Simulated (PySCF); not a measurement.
C4H9FSi, SMILES C(=C\CC)(/[SiH3])F.

The structure is a stationary point at PBE0-D3(BJ)/def2-SVP. The structure was generated by enumeration; whether it is a known compound was not checked. One conformer was computed; it need not be the lowest.

Vertical ionisation energy (IE) and electron affinity (EA) in eV. Rows of orbital energies are one-electron estimates. Where ΔSCF, EOM or ADC give a negative EA the extra electron is unbound and the value depends on the basis.

```
level                                           IE    EA
--------------------------------------------  ----  ----
−ε(HOMO), −ε(LUMO), r2SCAN/def2-TZVP (PySCF)  6.33  0.94
−ε(HOMO), −ε(LUMO), PBE/def2-TZVP (PySCF)     6.12  1.14
```
